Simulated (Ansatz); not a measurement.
`[GeH3][Al]1[CH]=[CH]1`, charge 0, multiplicity 1.

(1) Give a relaxed structure at PBE0-D4/def2-TZVP (Ansatz). (An estimate is asked.)

## Answers

(1) Ansatz gave: 
Cartesian coordinates in Å:
```
Ge 0.1986 -2.0199 -0.6814
Al -0.0221 0.3016 0.0862
C 0.4424 1.9043 0.9058
C -0.8134 1.9583 0.3788
H -0.6145 -2.2641 -1.9630
H -0.3251 -2.9763 0.4041
H 1.6663 -2.3790 -0.9642
H 0.9822 2.6838 1.4407
H -1.5143 2.7912 0.3930
```
Point group Cs.
This is one stationary point; other conformers may exist.
